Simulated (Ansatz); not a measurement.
**Worked example: C2H5Br + C4H4ClN → C2H5Cl + C4H4BrN**

Species: C2H5Br (bromoethane) `CCBr`, singlet; C4H4ClN `Clc1ccc[nH]1`, singlet; C2H5Cl (chloroethane) `CCCl`, singlet; C4H4BrN `Brc1ccc[nH]1`, singlet. The partners trade Br for Cl; both sit on C, so the bond types are kept.

Shapes, held fixed at every level: PBE0-D4/def2-TZVP. Programs: Ansatz 0.2.0. The zero-point and thermal change to 298 K, harmonic and unscaled (PBE0-D4/def2-TZVP), is +0.3 kJ/mol.

At CCSD(T)/def2-TZVPP; 1 Eh = 2625.50 kJ/mol:

| species | energy (Eh) |
| --- | --- |
| C2H5Br | -2651.785490 |
| C4H4ClN | -668.923277 |
| C2H5Cl | -538.804039 |
| C4H4BrN | -2781.903937 |

Work out ΔH(298 K) of the reaction at this level.


1. Products less reactants: (-538.804039) + (-2781.903937) − [(-2651.785490) + (-668.923277)] = 0.000791 Eh = +2.1 kJ/mol.
2. With the thermal change: +2.1 + (+0.3) = +2.4 kJ/mol.

Other levels give +0.9 (MP2/def2-TZVPP) to +5.9 kJ/mol (SPW92/def2-TZVPP). No measured value is set beside it here. Relativity is left out for Br. Outer-core shells of Br are correlated in most correlated rows, in sets that cover them unevenly. That is about zero within the method's error.
